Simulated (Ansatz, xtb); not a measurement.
**Two isomers of C6H6O2**

We compare X, `CC1=CC(=O)CC1=O`, a singlet, with Y, `C=C1CC(=O)C=C1O`, a singlet. Both are isolated molecules in the gas phase, relaxed with B3LYP-D3(BJ)/def2-SVP; each stands in its lowest conformer found.

**Question.** Estimate E(Y) − E(X) at the level CCSD(T)/def2-SVP + ΔMP2/def2-TZVPP.

**Answer.** Calculated at CCSD(T)/def2-SVP + ΔMP2/def2-TZVPP: E(Y) − E(X) = +37.9 kJ/mol, so structure X lies lower.

The same difference at several levels:

| level | geometry | E(Y) − E(X) (kJ/mol) | departure from the last row (kJ/mol) | job, with rough time for the two |
| --- | --- | --- | --- | --- |
| GFN2-xTB | GFN2-xTB | +18.7 | −19.2 | optimisation, 0.36 s |
| HF/STO-3G | GFN2-xTB | +84.2 | +46.3 | single point, 1.7 s |
| r2SCAN-D4/def2-SVP | GFN2-xTB | +38.4 | +0.5 | single point, 11 s |
| B3LYP-D3(BJ)/def2-SVP | B3LYP-D3(BJ)/def2-SVP | +40.4 | +2.5 | optimisation, 2.1 min |
| HF/def2-SVP | B3LYP-D3(BJ)/def2-SVP | +50.7 | +12.9 | part of the CCSD(T) run |
| MP2/def2-SVP | B3LYP-D3(BJ)/def2-SVP | +51.2 | +13.4 | part of the CCSD(T) run |
| CCSD(T)/def2-SVP | B3LYP-D3(BJ)/def2-SVP | +51.2 | +13.3 | single point |
| CCSD(T)/def2-SVP + ΔMP2/def2-TZVPP | B3LYP-D3(BJ)/def2-SVP | +37.9 |  | single point, 4 min |

As drawn, Y has 1 C=C, 1 C–O, 1 O–H in place of 1 C–C, 1 C=O, 1 C–H.

None of the levels shown reverses the order. The largest departure from CCSD(T)/def2-SVP + ΔMP2/def2-TZVPP is that of HF/STO-3G, 46.3 kJ/mol. The last row adds to CCSD(T) the change of the MP2 difference between the two basis sets, here −13.3 kJ/mol, a large step that makes the value less sure.

With thermal terms from frequencies at re-optimised GFN2-xTB minima (ideal gas, soft modes damped towards free rotors, one conformer each, 298.15 K, 1 atm): the zero-point term adds +1.1 kJ/mol; ΔH is +37.6 and ΔG +42.2 kJ/mol.

The correlated steps freeze 8 core orbitals. Codes used: Ansatz 0.2.0, xtb 6.7.1; the last row on 2 threads of Intel(R) Xeon(R) Processor @ 2.50GHz (Skylake/Cascade Lake) on a shared host.
